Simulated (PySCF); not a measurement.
Electrostatic solvation of a mixed set.

All values: PBE0/pcSseg-1 (PySCF, non-relativistic), each on one gas-phase PBE0-D3(BJ)/def2-SVP geometry that isn't relaxed in the solvent. The solvent is an IEF-PCM continuum (van der Waals radii × 1.2). Specific hydrogen bonds and non-electrostatic terms are outside this model.

Task: Order them by E(solvent) − E(gas) in chloroform (ε = 4.711), most negative first (kcal/mol).
A. `[CH3:1][CH:2]1[CH2:3][CH2:4][CH2:5][CH2:6][CH2:7]1` with C1–C2–C3–C4 179°, C2–C3–C4–C5 -55°, C3–C4–C5–C6 55°, C4–C5–C6–C7 -55°
B. `[CH3:1][CH2:2][CH2:3][CH2:4][CH:5]1[CH2:6][CH2:7]1` with C1–C2–C3–C4 180°, C2–C3–C4–C5 179°, C3–C4–C5–C6 -84°
C. hexamethylenetetramine, `C1N2CN3CN1CN(C2)C3`
D. `[CH3:1][C:2]([CH3:3])=[CH:4][CH:5]([CH3:6])[CH3:7]` with C2–C4–C5–C6 119°

Result: C (-5.7), D (-1.1), B (-0.9), A (-0.4).

```csv
SMILES,charge,ΔE (kcal/mol),polarisation term (kcal/mol),HOMO shift (eV),dipole gas (D),dipole solvent (D),atoms
C1N2CN3CN1CN(C2)C3,0,-5.7,-6.0,-0.03,0.00,0.00,22
CC(C)=CC(C)C,0,-1.1,-1.2,+0.01,0.39,0.48,21
CCCCC1CC1,0,-0.9,-0.9,+0.06,0.12,0.15,21
CC1CCCCC1,0,-0.4,-0.4,+0.09,0.09,0.10,21
```

The polarisation term is half the interaction of the solute with the induced surface charges.
